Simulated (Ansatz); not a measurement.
Job for Ansatz (an electronic-structure program): R-wB97X-V/def2-TZVPP on ClGa (SMILES [Cl][Ga]), 2S+1 = 1, a spin state set in the input, which need not be the lowest, at the other state's geometry.

Ansatz 0.2 input:
```yaml
crystal:
  periodic: [false, false, false]
  atoms:
    - {symbol: Cl, position_ang: [-0.00000000, -0.00000000, -1.41868620]}
    - {symbol: Ga, position_ang: [0.00000000, 0.00000000, 0.77798920]}
basis:
  gaussian:
    orbitals: def2-TZVPP
hamiltonian:
  xc: {name: wB97X-V}
```

The head of its log:

```
WARN ansatz: RAYON_NUM_THREADS=2 ignored (pool sized by the plan → 2); use --threads N
Functional definition: wB97X-V
integrals: 0.04 GiB planned
713 factors; their error is unknown
integrals: 0.07 GiB planned
122 factors; integrals over basis functions are off by at most 3.9e-5 eV
mean field: 0.34 GiB planned
mean field evaluation 1: about -64894.6943 eV, gradient 2.2e1 eV
mean field evaluation 2: about -64895.1340 eV, gradient 2.3e1 eV
```

Question: Predict the final total energy.

Answer: -2384.8815 hartree.
